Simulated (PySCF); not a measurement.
# Which basis set comes closest?

Molecule: `InChI=1S/BF3H3P/c1-5(2,3)4/h1H3`.

Numbering as in the mapped SMILES `[BH3-:1][P+:2]([F:3])([F:4])[F:5]`. Each H is labelled by its parent atom.

Geometry PBE0-D3(BJ)/def2-SVP throughout; GIAO in PySCF, gas phase, one conformer, non-relativistic; equivalent atoms averaged; functional PBE0.

Reference values (measured; O. Kühl, Phosphorus-31 NMR Spectroscopy, Springer 2008, chapter 6 (publisher's sample)): δ(P2) = 107.0 ppm vs 85 % H3PO4. Computed shifts are taken against H3PO4, calculated as an isolated molecule at each level.

**Question.** How do the basis sets pcSseg-0, cc-pVDZ, aug-cc-pVDZ, cc-pVTZ, IGLO-III perform against the reference? Times are CPU seconds on 1 thread of an Arm Neoverse V2, shared host.

**Answer.** 
```tsv
basis set	functions	P2	abs. error P	core-s
pcSseg-0	55	134.3	27.3	2.3
cc-pVDZ	89	127.5	20.5	4.1
aug-cc-pVDZ	146	107.7	0.7	7.5
cc-pVTZ	196	112.3	5.3	11
IGLO-III	214	118.8	11.8	11
```

For 31P the closest is aug-cc-pVDZ (0.7 ppm) and the furthest pcSseg-0 (27.3 ppm). Where a smaller basis beats a larger one, errors probably cancel. One molecule is a small sample, and vibrational and solvent effects are absent from the calculation.

A small basis that lands close on one nucleus may do so by chance; judge by the trend and by all nuclei.
